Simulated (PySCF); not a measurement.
Job file and geometry (Å, from GFN2-xTB) of an NMR shielding run on `InChI=1S/C5H14BOP/c1-4-5(2,3)7-6-8/h4H,1,6H2,2-3,8H3`, GIAO PBE0/pcSseg-1 NMR shielding, non-relativistic, gas phase in PySCF 2.14.0, density-fitted response routines; density fitting, a coarse starting grid and PySCF grid level 2 are the driver's defaults:

```
$ OMP_NUM_THREADS=1 python probes_run.py task.json out

{"job": {"kind": "nmr", "xc": "PBE0", "basis": "pcSseg-1"}, "charge": 0, "multiplicity": 1}
C     -0.988529     1.843586     0.792413
C     -1.300297     0.564078     0.847938
C     -0.647237    -0.538778     0.042566
C     -0.452904    -1.770383     0.937771
C     -1.576998    -0.885256    -1.132949
O      0.588035    -0.157780    -0.517195
B      1.843437     0.080797     0.256297
P      2.167114     1.063672    -1.384577
H     -0.193080     2.205341     0.160879
H     -1.501111     2.584019     1.383291
H     -2.100887     0.223626     1.490964
H     -1.410920    -2.140014     1.294588
H      0.044554    -2.556146     0.374291
H      0.170539    -1.508078     1.788965
H     -1.689945    -0.016587    -1.777684
H     -2.556297    -1.184020    -0.769620
H     -1.147457    -1.698036    -1.714004
H      1.774668     0.786727     1.207504
H      2.575382    -0.849755     0.357474
H      1.929606     0.219446    -2.438074
H      3.256945     1.747301    -1.961313
H      1.204971     2.005625    -1.643121
```

Q: What does the program print?

A: 
```
coarse grid: 17912 points
cycle   1  E = -639.6198387464  dE =  8.712e-01  |g| = 7.310e-01  |ddm| = 3.974e+00
cycle   2  E = -639.4702804325  dE =  1.496e-01  |g| = 1.141e+00  |ddm| = 2.496e+00
cycle   3  E = -639.7356221266  dE = -2.653e-01  |g| = 1.656e-01  |ddm| = 1.904e+00
cycle   4  E = -639.7410561748  dE = -5.434e-03  |g| = 3.700e-02  |ddm| = 1.793e-01
cycle   5  E = -639.7413687022  dE = -3.125e-04  |g| = 5.619e-03  |ddm| = 3.348e-02
cycle   6  E = -639.7413738036  dE = -5.101e-06  |g| = 3.258e-03  |ddm| = 7.956e-03
cycle   7  E = -639.7413764109  dE = -2.607e-06  |g| = 6.696e-04  |ddm| = 3.487e-03
final grid: 165592 points
cycle   8  E = -639.8005560102  dE = -6.647e-05  |g| = 1.076e-02  |ddm| = 4.224e-02
cycle   9  E = -639.8005393847  dE =  1.663e-05  |g| = 1.419e-02  |ddm| = 2.016e-02
cycle  10  E = -639.8005816893  dE = -4.230e-05  |g| = 2.103e-03  |ddm| = 1.229e-02
cycle  11  E = -639.8005826754  dE = -9.862e-07  |g| = 2.747e-04  |ddm| = 2.264e-03
cycle  12  E = -639.8005826921  dE = -1.667e-08  |g| = 1.078e-04  |ddm| = 3.524e-04
cycle  13  E = -639.8005826946  dE = -2.476e-09  |g| = 3.495e-05  |ddm| = 1.085e-04
cycle  14  E = -639.8005826949  dE = -2.742e-10  |g| = 1.234e-05  |ddm| = 4.945e-05
converged SCF energy = -639.8005826949

GIAO shielding tensors (ppm)
atom      isotropic    diamagn.    paramagn.     s11        s22        s33       span
  0 C       69.109     255.696    -186.587    -41.903     79.829    169.401    211.304
  1 C       33.764     259.315    -225.552    -88.800     51.898    138.193    226.992
  2 C      106.080     236.034    -129.954     85.182     88.935    144.125     58.943
  3 C      158.338     250.399     -92.061    138.238    153.021    183.755     45.517
  4 C      151.771     248.122     -96.351    132.845    139.356    183.113     50.268
  5 O      261.004     406.520    -145.516    182.480    243.602    356.930    174.451
  6 B      118.701     192.159     -73.458    101.001    110.088    145.016     44.015
  7 P      507.463     967.305    -459.842    467.149    494.440    560.800     93.651
  8 H       26.509      35.009      -8.500     23.976     25.396     30.155      6.179
  9 H       26.313      29.600      -3.287     24.070     25.272     29.598      5.528
 10 H       25.756      33.127      -7.371     23.816     24.622     28.830      5.015
 11 H       30.729      31.629      -0.900     26.918     28.310     36.959     10.041
 12 H       30.488      31.947      -1.459     27.178     28.613     35.674      8.496
 13 H       30.098      31.831      -1.733     26.175     29.230     34.888      8.712
 14 H       30.538      31.821      -1.284     27.181     29.340     35.092      7.910
 15 H       30.573      31.253      -0.680     26.855     28.253     36.611      9.756
 16 H       30.314      31.617      -1.303     27.435     28.034     35.474      8.039
 17 H       28.385      31.536      -3.151     26.390     27.104     31.663      5.273
 18 H       28.425      31.155      -2.730     25.103     27.747     32.426      7.322
 19 H       27.835      31.517      -3.683     22.844     27.374     33.286     10.442
 20 H       27.602      27.774      -0.172     22.681     22.912     37.211     14.530
 21 H       27.897      31.796      -3.898     23.107     27.541     33.043      9.936
```

Size and cost of the density-fitted run: 213 basis functions, 55 s wall time on 1 thread of an Arm Neoverse V1, shared host; peak memory 1 GiB.
